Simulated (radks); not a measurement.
Task: All-electron atom: Zn9+ in [Ar] 3d3. Method: scalar-relativistic Kohn-Sham, LDA (Slater exchange, VWN5 correlation), spin-polarised, spherical densities, finite nucleus; open shells are filled with parallel spins first; Fermi nuclear charge, rms radius 3.9283 fm; computed with a radial shooting solver on a logarithmic mesh with Libxc functionals. Some entries of the table are withheld. Estimate them.

orbital  occ.  eigenvalue (eV)  <1/r> (bohr^-1)
1s up       1        -9742.780            30.17
1s down     1        -9742.731            30.18
2s up       1        -1398.599            6.575
2s down     1        -1395.123            6.586
2p up       3        -1245.328            6.455
2p down     3        -1242.659            6.465
3s up       1        -344.2240            2.263
3s down     1        -338.8741            2.250
3p up       3              (1)              (2)
3p down     3              (3)              (4)
3d up       3              (5)            1.962
3d down     0              (6)            1.948
4s up       0        -137.2574           0.9960
4s down     0        -135.4962           0.9855
4p up       0        -121.8374           0.9388
4p down     0        -120.2219           0.9280

Result: 
(1) 3p up eigenvalue (eV): -297.1714
(2) 3p up <1/r> (bohr^-1): 2.155
(3) 3p down eigenvalue (eV): -291.8583
(4) 3p down <1/r> (bohr^-1): 2.141
(5) 3d up eigenvalue (eV): -221.8654
(6) 3d down eigenvalue (eV): -216.1927
